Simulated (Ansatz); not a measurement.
One geometry of the cluster Ba13⁻, several levels of theory.

```yaml
crystal:
  periodic: [false, false, false]
  atoms:
    - {symbol: Ba, position_ang: [-3.993139, 1.601773, -1.338349]}
    - {symbol: Ba, position_ang: [3.252885, 0.808112, -2.074996]}
    - {symbol: Ba, position_ang: [3.374271, -0.890622, 2.039151]}
    - {symbol: Ba, position_ang: [-0.759295, -0.292844, -3.905937]}
    - {symbol: Ba, position_ang: [0.246567, 0.922964, 4.673201]}
    - {symbol: Ba, position_ang: [-3.680797, -0.130485, 2.762359]}
    - {symbol: Ba, position_ang: [2.448986, 3.432654, 1.515275]}
    - {symbol: Ba, position_ang: [-2.983792, -2.765175, -0.818265]}
    - {symbol: Ba, position_ang: [-0.137337, 3.822258, -2.177361]}
    - {symbol: Ba, position_ang: [-0.267278, 0.353387, 0.304206]}
    - {symbol: Ba, position_ang: [-1.979483, 3.912763, 1.965730]}
    - {symbol: Ba, position_ang: [1.480178, -3.246083, -1.275499]}
    - {symbol: Ba, position_ang: [-0.368665, -3.075500, 2.922883]}
basis:
  gaussian: {orbitals: def2-TZVP, initial_orbitals: start.molden}
total_charge: -1
magnetization: {spin_polarized: true, initial_magnetization: 1}
correlation: {method: mp2}
scf: {omitted_lower_state_checks: [starts]}
output: {orbitals: {seedname: orbitals}}
```

The file start.molden holds the orbitals of an earlier run on this structure, at another level or in another basis.

```sh
$ ansatz run in.yaml --threads 2 --pin off --events-out ev --progress --plain --max-ram 32768MiB --backend cuda --devices 0, --max-vram 18GiB
```

Shortened log:

```
Functional definition: HF
3211 factors; integrals over basis functions are off by at most 4.5e-4 eV
mean field evaluation 1: about -8875.9381 eV, gradient 1.3e1 eV
mean field evaluation 2: about -8878.0558 eV, gradient 3.0e0 eV
mean field evaluation 4: about -8880.7263 eV, gradient 1.5e0 eV
mean field evaluation 8: about -8881.8962 eV, gradient 1.5e0 eV
mean field evaluation 16: about -8883.0057 eV, gradient 2.6e-1 eV
mean field evaluation 32: about -8883.0380 eV, gradient 1.7e-5 eV
mean field -8883.03804901 eV, -326.4456271617 hartree, gradient 2.5e-6 eV, S^2 11.669549; 0 other end points of the search recorded, 0 dependent functions left out
reference -8883.03804901 eV, -326.4456271617 hartree; 66, 65 occupied and 454, 455 virtual orbitals, 3211 factors
second order -58.02506409 eV of doubles, -0.00000000 eV of singles
Total energy: -8941.06311310 eV, -328.5780089362 hartree
Checks for a lower state left out: starts
```

Run time 25 s (2 threads of AMD EPYC 7R13 on a shared host and a share (18 GiB) of an NVIDIA H100 80GB HBM3), peak host memory 1.1 GiB.

Geometry: PBE/def2-SVP.

In the def2 sets Ba takes a core potential; there is no spin–orbit coupling. Correlated methods freeze no core orbitals; core or outer-core shells of Ba are correlated, in sets that lack core-valence functions. The charge -1 doublet is spin-contaminated (final ⟨S²⟩ up to 11.67, 0.75 for a pure state). The structure comes from a short search, and lower isomers may exist.
